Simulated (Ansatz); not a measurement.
Calculated with Ansatz (gas phase, PBE0-D4/def2-TZVP geometries, no zero-point term in ΔE). CCSD(T)/CBS adds triple-zeta CCSD(T) − MP2 to the extrapolated MP2 energy (def2 sets, frozen cores). This one scheme is used for every species. Double bonds are as drawn, so ΔE can hold a change between cis and trans. DFT in def2-TZVPP. One conformer a species, not always the lowest.

Reaction (ligand exchange at the Si–C bond): `C[SiH2]/C(Cl)=C\F` + `[NH2][AlH2]` → `C[SiH2][NH][AlH2]` + `F/C=C/Cl`

```csv
species,r2SCAN energy (Eh)
`C[SiH2]/C(Cl)=C\F`,-967.38943
`[NH2][AlH2]`,-299.57873
`C[SiH2][NH][AlH2]`,-629.59430
`F/C=C/Cl`,-637.39020
```

Q: Work out ΔE.

A: ΔE = (-629.59430) + (-637.39020) − (-967.38943) − (-299.57873) = -0.01634 Eh = -0.44 eV. CCSD(T)/CBS gives -0.46 eV.

Largest T1 diagnostic among the species: 0.012.

In def2-TZVPP, CCSD(T) changes the Hartree–Fock value by +0.12 eV (the triples alone add +0.02 eV) and MP2 by +0.14 eV. The D4 term adds +0.04 eV with B3LYP and +0.02 eV with PBE0; it sums over pairs of atoms, weighted by their polarisabilities, and B3LYP, whose exchange is more repulsive, gets the larger term.

B3LYP here is the variant with VWN-RPA as its local correlation; programs differ in this.
